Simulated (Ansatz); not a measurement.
`[F][GaH]` radical, relaxed with UKS PBE-D4/def2-SVP in the Gaussian-basis code of Ansatz from a rough embedded geometry. The force threshold is 0.03 eV/Å; the program also tests the step.

The species carries charge 0 and has multiplicity 2.

Start:

```xyz
3

F    -0.695    0.934   -0.857
Ga   -0.086   -0.511   -0.179
H     0.781   -0.423    1.035
```

Question: By how much does the energy fall, and how many steps does the optimiser take? (Best estimate.)

Answer: Ansatz gave: 19.75 kJ/mol, in 3 steps.

Question: Which bonds change most? (An estimate is asked.)

Answer: The calculation gave: Ga2–H3 from 1.494 to 1.637 Å; F1–Ga2 from 1.708 to 1.785 Å.

Question: Give the relaxed structure. (Estimate.)

Answer: Computed: 
```xyz
3

F    -0.713    0.983   -0.876
Ga   -0.115   -0.568   -0.226
H     0.828   -0.415    1.102
```
